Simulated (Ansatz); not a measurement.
Mulliken charges of GaH₆NSSi, SMILES `N[SiH](S)[GaH2]` from ωB97M-V/def2-TZVPP in Ansatz (PBE0-D4/def2-TZVP geometry).

```
atom   x (Å)   y (Å)   z (Å)  charge (e)
  N1  -1.490   0.502  -1.136      -0.347
 Si2   0.003  -0.233  -0.779       0.245
  S3   0.028  -1.601   1.040      -0.269
 Ga4   1.646   0.530   0.714       0.044
  H5  -1.792   1.334  -0.659       0.129
  H6  -2.254   0.004  -1.563       0.124
  H7   0.297  -1.227  -1.841      -0.010
  H8  -0.722  -0.774   1.788       0.138
  H9   3.102  -0.016   0.565      -0.026
 H10   1.183   1.481   1.871      -0.028
```

Question: By hand: the dipole of these point charges (1 e Å = 4.8032 D).

Answer: Σ q r = (-0.144, 0.260, -0.126) e Å, of length 0.323 e Å = 1.55 D.

Question: How does the dipole of the full density compare? (Estimate.)

Answer: Computed: (-0.517, 0.217, -0.194) e Å, 2.85 D; the point charges give 0.54 times that, at 36° from its direction.

Point charges leave out the atoms' own dipoles, such as those of lone pairs, and Mulliken's split depends on the basis, so the two needn't agree.
